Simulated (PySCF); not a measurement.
# Löwdin shares of the frontier orbitals

C₅H₅F₃O₂.
Geometry (GFN2-xTB, Å), atoms numbered from 1 in this order:
```xyz
15
C5H5F3O2 angstrom
C     -1.5007    1.7981   -0.2636
C     -0.9015    0.6183   -0.1594
C      0.5599    0.4751   -0.4563
O      1.2555    1.3937   -0.7996
O      0.9740   -0.7746   -0.2889
C      2.3494   -1.0279   -0.5438
C     -1.6411   -0.6292    0.2519
F     -1.1412   -1.1794    1.3670
F     -2.9374   -0.3873    0.5018
F     -1.6133   -1.5755   -0.6972
H     -0.9207    2.6556   -0.5635
H     -2.5491    1.9340   -0.0595
H      2.9709   -0.3146    0.0004
H      2.5548   -0.9354   -1.6118
H      2.5361   -2.0431   -0.2051
```

The calculation used PySCF, TDDFT PBE0/def2-SVPD, vertical, gas phase, core orbitals frozen in the response.

Frontier orbitals with the atoms that hold most of them (Löwdin shares over 4%, at most four atoms; ? is withheld):

```
orbital  ε (eV)                            atoms
 HOMO-3  -10.54    O5 34%, C6 17%, O4 10%, C3 6%
 HOMO-2   -9.33   O5 44%, O4 14%, C6 12%, H14 6%
 HOMO-1   -9.04                                ?
   HOMO   -8.69     O4 67%, O5 10%, C3 9%, C2 7%
   LUMO       ?                                ?
 LUMO+1    0.54    C6 18%, C3 15%, C1 11%, O4 8%
 LUMO+2    1.07  C1 18%, C6 14%, H12 11%, H15 8%
```

Which atoms hold the HOMO-1, and with what shares?

C2 (bonded to 3 C) 31%; C1 (bonded to C and 2 H) 29%; O4 (bonded to C) 20%; C3 (bonded to C and 2 O) 6%. By element: carbon 66% or more, oxygen 20% or more.

Which atoms hold the LUMO, and with what shares?

C1 (bonded to C and 2 H) 33%; C2 (bonded to 3 C) 22%; C3 (bonded to C and 2 O) 13%; O4 (bonded to C) 10%. By element: carbon 68% or more, oxygen 10% or more.

What is the LUMO energy, and the HOMO–LUMO gap?

ε(LUMO) = -2.05 eV; the gap is 6.64 eV (0.2441 hartree).

How does S1 compare with the orbital gap of 6.64 eV?

S1 is at 4.88 eV (f = 0.0001), 1.76 eV below the gap, made of HOMO→LUMO (97%). Without the coupling terms of the response equations the lowest excitation would equal the gap.

Next come S2 at 6.28 eV (f 0.0070), HOMO-2→LUMO (55%), HOMO-1→LUMO (43%); S3 at 6.64 eV (f 0.379), HOMO-1→LUMO (53%), HOMO-2→LUMO (43%); S4 at 7.03 eV (f 0.0009), HOMO-3→LUMO (92%); S5 at 7.68 eV (f 0.0002), HOMO-4→LUMO (64%), HOMO→LUMO+3 (24%).

Löwdin shares depend on the basis, the more so with diffuse functions.

One conformer stands for the species.
